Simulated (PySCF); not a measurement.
C2H6N, SMILES C[CH]N, multiplicity 2. Atoms are numbered in the order given.

```xyz
9

C     -1.2360     0.2152     0.0730
C      0.0472    -0.5283     0.0926
N      1.2143     0.1981    -0.1786
H     -2.0628    -0.4260     0.3825
H     -1.2108     1.0743     0.7554
H     -1.4814     0.6146    -0.9255
H      0.0731    -1.5648    -0.2261
H      1.2448     1.1033     0.2741
H      2.0701    -0.3100    -0.0043
```
Charge 0, spin multiplicity 2.

Geometry: r2SCAN-D4/def2-TZVP. The isomer is the one that the SMILES or the coordinates give; other isomers of the formula were not compared. One conformer was computed; it need not be the lowest.

All values below come from M06-2X/def2-TZVPD (PySCF).

Mulliken values depend strongly on the basis, most of all with diffuse functions as here. Atomic charges (e):

```csv
atom,meta-Löwdin,Mulliken,Mulliken spin
C1,-0.34,-0.92,-0.09
C2,-0.11,-0.09,0.96
N3,-0.44,-0.60,0.14
H4,0.12,0.27,-0.02
H5,0.11,0.29,0.02
H6,0.11,0.25,0.05
H7,0.10,0.27,-0.07
H8,0.22,0.26,0.00
H9,0.23,0.27,-0.01
```
